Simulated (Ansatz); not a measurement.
Mulliken charges of `C[Se][GaH2]` from r2SCAN/def2-TZVPP in Ansatz (PBE0-D4/def2-TZVP geometry).

```tsv
atom	x (Å)	y (Å)	z (Å)	charge (e)
C1	-0.889	1.129	-0.188	-0.227
Se2	1.056	0.879	-0.164	-0.144
Ga3	1.166	-1.390	0.231	0.197
H4	-1.171	1.528	-1.160	0.100
H5	-1.153	1.838	0.594	0.100
H6	-1.393	0.181	-0.016	0.094
H7	2.587	-2.027	0.328	-0.050
H8	-0.202	-2.138	0.376	-0.069
```

By hand: the dipole of these point charges (1 e Å = 4.8032 D).

Σ q r = (-0.199, -0.054, 0.011) e Å, of length 0.206 e Å = 0.99 D.

How does the dipole of the full density compare? (An estimate is asked.)

Ansatz gave: (-0.286, -0.034, 0.009) e Å, 1.38 D; the point charges give 0.72 times that, at 8° from its direction.

Point charges leave out the atoms' own dipoles, such as those of lone pairs, and Mulliken's split depends on the basis, so the two needn't agree.
